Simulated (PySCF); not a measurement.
BiCl₃. Atoms are numbered in the order given.

```xyz
4

Bi     0.0000     0.0000     0.4492
Cl     1.8662    -1.0774    -0.7311
Cl    -1.8662    -1.0774    -0.7311
Cl     0.0000     2.1549    -0.7311
```

The structure is a stationary point at PBE0-D3(BJ)/def2-SVP. The isomer is the one that the SMILES or the coordinates give; other isomers of the formula were not compared. The def2 effective core potentials stand for the cores of Bi; spin–orbit coupling is left out.

Calculation: TDA-ωB97X/def2-SVPD in PySCF 2.14.0.

Vertical excitations; the highest root listed may be one member of a degenerate set. Isolated molecule, no solvent. State labels are in the subgroup Cs.

```json
[
 {"state": "S1", "symmetry": "A'", "energy (eV)": "5.41", "λ (nm)": "229", "f": "0.063", "main pairs": "HOMO→LUMO 94 %"},
 {"state": "S2", "symmetry": "A'", "energy (eV)": "5.64", "λ (nm)": "220", "f": "0.003", "main pairs": "HOMO→LUMO+2, HOMO−3→LUMO (degenerate set)"},
 {"state": "S3", "symmetry": "A\"", "energy (eV)": "5.64", "λ (nm)": "220", "f": "0.003", "main pairs": "HOMO→LUMO+1, HOMO−2→LUMO (degenerate set)"},
 {"state": "S4", "symmetry": "A\"", "energy (eV)": "5.65", "λ (nm)": "220", "f": "0.000", "main pairs": "HOMO−1→LUMO 86 %"},
 {"state": "S5", "symmetry": "A'", "energy (eV)": "5.94", "λ (nm)": "209", "f": "0.004", "main pairs": "HOMO−4→LUMO, HOMO−1→LUMO+1, HOMO−2→LUMO+1, HOMO−3→LUMO+2 (degenerate set)"},
 {"state": "S6", "symmetry": "A\"", "energy (eV)": "5.94", "λ (nm)": "209", "f": "0.004", "main pairs": "HOMO−5→LUMO, HOMO−1→LUMO+2, HOMO−2→LUMO+2, HOMO−3→LUMO+1 (degenerate set)"},
 {"state": "S7", "symmetry": "A'", "energy (eV)": "6.13", "λ (nm)": "202", "f": "0.000", "main pairs": "HOMO−3→LUMO+2 44 %, HOMO−2→LUMO+1 44 %"},
 {"state": "S8", "symmetry": "A'", "energy (eV)": "6.19", "λ (nm)": "200", "f": "0.071", "main pairs": "HOMO→LUMO+2, HOMO−3→LUMO, HOMO−1→LUMO+1, HOMO−4→LUMO+2 (degenerate set)"},
 {"state": "S9", "symmetry": "A\"", "energy (eV)": "6.19", "λ (nm)": "200", "f": "0.071", "main pairs": "HOMO→LUMO+1, HOMO−2→LUMO, HOMO−1→LUMO+2, HOMO−4→LUMO+1 (degenerate set)"},
 {"state": "S10", "symmetry": "A\"", "energy (eV)": "6.36", "λ (nm)": "195", "f": "0.000", "main pairs": "HOMO−2→LUMO+2 46 %, HOMO−3→LUMO+1 45 %"},
 {"state": "T1", "symmetry": "A'", "energy (eV)": "4.71", "λ (nm)": "263", "f": "0", "main pairs": "HOMO→LUMO 92 %"},
 {"state": "T2", "symmetry": "A'", "energy (eV)": "5.02", "λ (nm)": "247", "f": "0", "main pairs": "HOMO→LUMO+2 (degenerate set)"},
 {"state": "T3", "symmetry": "A\"", "energy (eV)": "5.02", "λ (nm)": "247", "f": "0", "main pairs": "HOMO→LUMO+1 (degenerate set)"},
 {"state": "T4", "symmetry": "A\"", "energy (eV)": "5.25", "λ (nm)": "236", "f": "0", "main pairs": "HOMO−1→LUMO 74 %"}
]
```
Triplets are in the Tamm–Dancoff approximation.
